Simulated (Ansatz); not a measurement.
```yaml
atoms:
  - { symbol: O, position_ang: [0.0000, 0.0000, 0.0000] }
  - { symbol: C, position_ang: [0.0000, 1.1689, 0.7885] }
  - { symbol: C, position_ang: [0.0000, -1.1689, 0.7885] }
  - { symbol: H, position_ang: [0.0000, 2.0452, 0.1401] }
  - { symbol: H, position_ang: [-0.8898, 1.1833, 1.4178] }
  - { symbol: H, position_ang: [0.8898, 1.1833, 1.4178] }
  - { symbol: H, position_ang: [0.0000, -2.0452, 0.1401] }
  - { symbol: H, position_ang: [0.8898, -1.1833, 1.4178] }
  - { symbol: H, position_ang: [-0.8898, -1.1833, 1.4178] }
```

Basis set: cc-pVDZ (spherical functions). Left uncorrelated: 3 orbitals. Charge 0, multiplicity 1.

Computed with Ansatz (development build ahead of 0.2.0); each method stands on the lowest determinant of its kind that the runs found. Restricted open shells among the atoms or ions are ROHF, correlated in semicanonical orbitals with singles.

The atomization energy at this shape (free ground-state atoms in the same class of orbitals less the molecule, no zero-point energy) of singlet C2H6O:

```csv
method,atomization energy
RHF-MP2,32.30 eV
```

(1) What does RHF give?

Answers

(1) 25.22 eV.
